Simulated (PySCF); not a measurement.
**Question.** Give a GFN2-xTB geometry of `C[Si](O)(O)O`.

**Answer.** 
```xyz
11
CH6O3Si angstrom
C      1.1442   -0.3108   -0.8032
Si    -0.3753    0.1011    0.2598
O     -1.7477   -0.4070   -0.4550
O     -0.5041    1.7067    0.5006
O     -0.2811   -0.6123    1.7208
H      1.0073    0.0061   -1.8327
H      2.0365    0.1815   -0.4285
H      1.3438   -1.3781   -0.8164
H     -1.9931   -1.3237   -0.3799
H     -0.8784    2.2467   -0.1881
H      0.2532   -0.2075    2.3967
```

Orientation and origin are arbitrary. Atoms count from 1 in this order. O3 (silanol oxygen) is bent (angle 118.9°). Si2 (oxygen-bound silicon) is tetrahedral (angles from 107.7° to 111.1°). All 3 O–Si bonds measure 1.629 Å.

Bonds between heavy atoms (Å): C1–Si2 1.900, Si2–O3 1.629, Si2–O4 1.629, Si2–O5 1.629.

The geometry is computed with GFN2-xTB (gas phase).

Point group: C3 (tolerance 0.08 Å). Stationary, but not proved a minimum. One conformer, not necessarily the lowest (C1–Si2–O3–H 81°, C1–Si2–O4–H 80°, C1–Si2–O5–H 81°).
